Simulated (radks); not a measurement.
Task: Isoelectronic series with 10 electrons, all held in the configuration [Ne], which need not be the ground one along the series. All-electron calculation, non-relativistic Kohn-Sham, r2SCAN, spin-unpolarised, spherical densities, point nucleus; meta-GGA in the generalised Kohn-Sham scheme. Program: a radial shooting solver on a logarithmic mesh with Libxc functionals. Total energies (hartree) and orbital eigenvalues (hartree):

ion,E (hartree),2p,2s,1s
Ne,-128.93484,-0.51382,-1.40593,-30.74668
Al3+,-240.39367,-3.88573,-5.34969,-57.08163
K9+,-571.57962,-17.53291,-20.16026,-136.9748
Ti12+,-791.21657,-27.75238,-30.96241,-190.4568
Mn15+,-1046.86647,-40.22762,-44.02023,-252.9494
Ni18+,-1338.52460,-54.95646,-59.33148,-324.4489
Ga21+,-1666.18830,-71.93770,-76.89496,-404.9530

Estimate the row of S6+.

Result: E (hartree) -387.96486; 2p -9.57366; 2s -11.61853; 1s -92.51072.
